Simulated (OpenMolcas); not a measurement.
Computed levels of 4s2 4p2 in ions with 32 electrons, in cm-1 above 3P0.

| Property | Result |
| --- | --- |
| Program | OpenMolcas 26.06 |
| Method | SS-CASPT2, IPEA 0.25 Eh, imaginary shift 0.1 Eh |
| Basis | ANO-R3 |
| Scalar Hamiltonian | X2C, finite nucleus |
| Spin-orbit coupling | state interaction with AMFI integrals over the reference wave functions, term energies averaged over their components |

Active space for each ion: 2 electrons in 3 orbitals (4p); closed shells correlated by CASPT2: 3d 4s.

```csv
Level,Ge,Se2+,Kr4+
3P1,484,1544,3330
3P2,1244,3560,6910
1D2,7190,12690,18820
1S0,16490,27890,38450
```

Task: Estimate 3P2, 1D2, 1S0 for As+ from its neighbours Ge and Se2+.

Result: 3P2 is fine structure, which grows about as the fourth power of a screened charge, so the fourth roots are averaged: ((1244^0.25 + 3560^0.25) / 2)^4 = 2178. The calculation gives 2290, so the estimate is off by -4.9 %; the measured value is 2541 (NIST Handbook of Basic Atomic Spectroscopic Data).
1D2 is another term, which grows about linearly with the charge: (7190 + 12690) / 2 = 9940. The calculation gives 10060, so the estimate is off by -1.2 %; the measured value is 10096 (NIST Handbook of Basic Atomic Spectroscopic Data).
1S0 is another term, which grows about linearly with the charge: (16490 + 27890) / 2 = 22190. The calculation gives 22570, so the estimate is off by -1.7 %; the measured value is 22599 (NIST Handbook of Basic Atomic Spectroscopic Data).

CASPT2 breaks the degeneracy within a term, and the mean is taken; among the terms shown or strongly mixed into the levels shown the widest spread is 100 cm-1 (4s2 4p2 1D, Kr4+). With the s shell closed, the reference lacks s² → p² mixing. Computed and measured levels are paired by configuration, term and J; levels that our copy of the source lacks, or whose pairing is in doubt (as where it misses far off the trend of its configuration), stay unpaired and out of the deviations. Levels of configurations outside the active space are missing.
